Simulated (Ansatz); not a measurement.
Relaxation of BH5OSSi (9 atoms, charge 0, multiplicity 1), to a largest force component of 0.015 eV/Å in at most 40 steps.

Level of theory: Ansatz 0.2.0, RKS PBE0/def2-SVP.

```xyz
9
Properties=species:S:1:pos:R:3
B -0.473 1.497 0.748
O -0.814 0.554 -0.306
Si 0.224 -0.756 -0.015
S 0.012 -2.270 -1.483
H -1.129 1.521 1.732
H 0.276 2.407 0.542
H 1.682 -0.303 -0.076
H 0.032 -1.309 1.325
H 0.279 -1.387 -2.485
```

Q: Where does it end, and by what steps?

A: It converged. The force dipped under the threshold on the way, but the program's further checks kept it going. After 21 steps the energy has fallen by 0.891 eV; O2 moved furthest, 1.09 Å.

```csv
step,energy less start (eV),largest force component (eV/Å),accepted
0,0.0000,2.571,yes
1,-0.1602,2.204,yes
2,-0.3733,1.395,yes
3,-0.5596,0.315,yes
4,-0.6652,0.364,yes
5,-0.7248,0.212,yes
6,-0.7519,0.463,yes
7,-0.7565,0.453,yes
8,-0.7819,0.110,yes
9,-0.7874,0.454,yes
10,-0.7968,0.260,yes
11,-0.8348,0.168,yes
12,-0.8680,0.254,yes
13,-0.8798,0.153,yes
14,-0.8733,0.322,no
15,-0.8877,0.027,yes
16,-0.8807,0.169,no
17,-0.8899,0.015,yes
18,-0.8909,0.035,yes
19,-0.8895,0.138,no
20,-0.8911,0.015,yes
21,-0.8913,0.013,yes
```

```xyz
9
Properties=species:S:1:pos:R:3
B -0.574 1.648 0.673
O 0.211 0.811 -0.038
Si 0.491 -0.843 0.067
S -0.452 -1.893 -1.531
H -1.214 1.230 1.619
H -0.608 2.812 0.343
H 1.966 -1.007 0.020
H -0.113 -1.387 1.313
H 0.381 -1.417 -2.482
```

Time of the run: 3.6 min on 1 CPU thread of a shared host.
